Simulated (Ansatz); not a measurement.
CH$_{3}$AlClFSe (`C[Se][Al]([F])[Cl]`) at its PBE0-D4/def2-TZVP geometry, where that method's forces vanish. Charge 0, multiplicity 1.

```xyz
8

C    -0.0200    1.3591   -0.5024
Se    0.2313   -0.3696   -1.4060
Al    0.0573   -1.7225    0.4224
F     0.1978   -3.3462    0.2433
Cl   -0.2784   -0.9537    2.3297
H     0.7747    1.5283    0.2187
H    -0.9909    1.3955   -0.0163
H     0.0281    2.1091   -1.2894
```

What forces (eV/Å) does ωB97M-V/def2-TZVPP give on these atoms in the Gaussian-basis code of Ansatz? (Estimate.)

The calculation gave: 
```
C1  -0.008  0.055  0.028
Se2  0.001 -0.078  0.032
Al3  0.001  0.137 -0.069
F4   0.008 -0.097 -0.012
Cl5 -0.004  0.020  0.018
H6  -0.076  0.002 -0.055
H7   0.086  0.014 -0.033
H8  -0.008 -0.052  0.091
```
